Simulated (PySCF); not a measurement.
## Two-component Hartree-Fock for Hf⁺ (hafnium, charge +1)

Start: [Xe] 4f14 6s2 6p1; 6p3/2 filled at m_j = +3/2. Calculated with PySCF 2.14 in x2c-TZVPall-2c (11s11p10d2f, 108 functions): generalised Hartree-Fock with the X2C-1e Hamiltonian and a Gaussian nucleus; spin-orbit coupling (SO) screened by Boettger's factors. This is a chosen level, not necessarily the ground level.

```json
{"spinor shell": "1s1/2", "electrons": "2", "ε, screened SO (eV)": "-65687.6", "weight of nominal j (screened SO)": "1.000", "rms radius, screened SO (bohr)": "0.0215"}
{"spinor shell": "2s1/2", "electrons": "2", "ε, screened SO (eV)": "-11380.6", "weight of nominal j (screened SO)": "1.000", "rms radius, screened SO (bohr)": "0.0869"}
{"spinor shell": "2p1/2", "electrons": "2", "ε, screened SO (eV)": "-10849.9", "weight of nominal j (screened SO)": "1.000", "rms radius, screened SO (bohr)": "0.0740"}
{"spinor shell": "2p3/2", "electrons": "4", "ε, screened SO (eV)": "-9652.5", "weight of nominal j (screened SO)": "1.000", "rms radius, screened SO (bohr)": "0.0812"}
{"spinor shell": "3s1/2", "electrons": "2", "ε, screened SO (eV)": "-2663.1", "weight of nominal j (screened SO)": "1.000", "rms radius, screened SO (bohr)": "0.222"}
{"spinor shell": "3p1/2", "electrons": "2", "ε, screened SO (eV)": "-2427.9", "weight of nominal j (screened SO)": "1.000", "rms radius, screened SO (bohr)": "0.214"}
{"spinor shell": "3p3/2", "electrons": "4", "ε, screened SO (eV)": "-2166.7", "weight of nominal j (screened SO)": "1.000", "rms radius, screened SO (bohr)": "0.228"}
{"spinor shell": "3d3/2", "electrons": "4", "ε, screened SO (eV)": "-1773.2", "weight of nominal j (screened SO)": "1.000", "rms radius, screened SO (bohr)": "0.202"}
{"spinor shell": "3d5/2", "electrons": "6", "ε, screened SO (eV)": "-1716.7", "weight of nominal j (screened SO)": "1.000", "rms radius, screened SO (bohr)": "0.206"}
{"spinor shell": "4s1/2", "electrons": "2", "ε, screened SO (eV)": "-578.21", "weight of nominal j (screened SO)": "1.000", "rms radius, screened SO (bohr)": "0.498"}
{"spinor shell": "4p1/2", "electrons": "2", "ε, screened SO (eV)": "-480.46", "weight of nominal j (screened SO)": "1.000", "rms radius, screened SO (bohr)": "0.508"}
{"spinor shell": "4p3/2", "electrons": "4", "ε, screened SO (eV)": "-420.18", "weight of nominal j (screened SO)": "1.000", "rms radius, screened SO (bohr)": "0.541"}
{"spinor shell": "4d3/2", "electrons": "4", "ε, screened SO (eV)": "-259.04", "weight of nominal j (screened SO)": "1.000", "rms radius, screened SO (bohr)": "0.571"}
{"spinor shell": "4d5/2", "electrons": "6", "ε, screened SO (eV)": "-247.69", "weight of nominal j (screened SO)": "1.000", "rms radius, screened SO (bohr)": "0.583"}
{"spinor shell": "5s1/2", "electrons": "2", "ε, screened SO (eV)": "-94.399", "weight of nominal j (screened SO)": "1.000", "rms radius, screened SO (bohr)": "1.21"}
{"spinor shell": "5p1/2", "electrons": "2", "ε, screened SO (eV)": "-63.002", "weight of nominal j (screened SO)": "1.000", "rms radius, screened SO (bohr)": "1.34"}
{"spinor shell": "5p3/2", "electrons": "4", "ε, screened SO (eV)": "-54.567", "weight of nominal j (screened SO)": "1.000", "rms radius, screened SO (bohr)": "1.45"}
{"spinor shell": "4f5/2", "electrons": "6", "ε, screened SO (eV)": "-46.156", "weight of nominal j (screened SO)": "1.000", "rms radius, screened SO (bohr)": "0.738"}
{"spinor shell": "4f7/2", "electrons": "8", "ε, screened SO (eV)": "-44.452", "weight of nominal j (screened SO)": "1.000", "rms radius, screened SO (bohr)": "0.743"}
{"spinor shell": "6s1/2", "electrons": "2", "ε, screened SO (eV)": "-15.798", "weight of nominal j (screened SO)": "0.980", "rms radius, screened SO (bohr)": "3.30"}
{"spinor shell": "6p3/2", "electrons": "1", "ε, screened SO (eV)": "-10.365", "weight of nominal j (screened SO)": "1.000", "rms radius, screened SO (bohr)": "4.23"}
```

| quantity | screened SO |
| --- | --- |
| E (hartree) | -15082.37500 |
| M_J | 3/2 |
| ⟨J²⟩ | 4.091 |
| ⟨L²⟩ | 2.349 |
| ⟨S²⟩ | 0.932 |

The determinant has a definite M_J but mixes levels of different J.

Each row is a mean over spinors that exchange with the open shell spreads, by up to 1.324 eV (6s1/2).

Breit and QED terms are absent; they matter most for the inner s and p1/2 levels.

Densities and radii are taken from the X2C orbitals without a picture-change correction, which distorts them close to the nucleus.
